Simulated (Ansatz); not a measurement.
Relaxation of C$_{2}$H$_{4}$ClNSi (9 atoms, charge 0, multiplicity 1), to a largest force component of 0.02 eV/Å in at most 50 steps.

All numbers below come from RKS B3LYP/def2-SVP (Ansatz).

```xyz
9
Properties=species:S:1:pos:R:3:forces:R:3
C 0.982 1.368 1.574 -2.06 -1.92 -2.85
C 0.545 0.480 0.746 5.10 -0.39 4.16
N 0.170 -0.356 -0.003 -1.76 -4.05 -3.75
Si -0.611 -1.196 -1.224 -1.76 -0.19 0.98
Cl -2.171 -0.027 -1.991 0.08 0.07 -0.03
H -0.076 1.372 0.657 -1.67 5.47 1.38
H 1.793 1.245 2.236 0.83 1.35 1.48
H -1.276 -2.399 -0.643 0.13 0.01 -0.09
H 0.230 -1.547 -2.292 1.11 -0.36 -1.28
```

**Question.** Where does it end, and by what steps?

**Answer.** It converged. After 30 steps the energy has fallen by 4.527 eV; H6 moved furthest, 1.53 Å. Parted: C2–H6. Joined: C1–H6.

| step | energy less start (eV) | largest force component (eV/Å) | accepted |
| --- | --- | --- | --- |
| 0 | 0.0000 | 5.474 | yes |
| 2 | -2.4256 | 5.248 | yes |
| 4 | -3.9689 | 0.840 | yes |
| 6 | -4.3534 | 0.357 | yes |
| 8 | -4.4536 | 0.378 | yes |
| 10 | -4.4671 | 0.275 | yes |
| 12 | -4.4834 | 0.197 | yes |
| 14 | -4.5144 | 0.175 | yes |
| 16 | -4.5210 | 0.066 | yes |
| 18 | -4.5219 | 0.131 | yes |
| 20 | -4.5254 | 0.078 | yes |
| 22 | -4.5144 | 0.904 | no |
| 24 | -4.5269 | 0.063 | yes |
| 26 | -4.5271 | 0.043 | yes |
| 28 | -4.5272 | 0.036 | yes |
| 30 | -4.5273 | 0.012 | yes |

```xyz
9
Properties=species:S:1:pos:R:3
C 0.985 1.252 1.387
C 0.159 0.456 0.736
N -0.639 -0.274 0.178
Si -0.728 -1.252 -1.263
Cl -2.409 -0.672 -2.322
H 1.002 2.322 1.171
H 1.654 0.845 2.148
H -0.892 -2.658 -0.828
H 0.456 -1.078 -2.146
```

The run took 80 s on 2 threads of Arm Neoverse V1, on a shared host, peak memory 0.21 GiB.
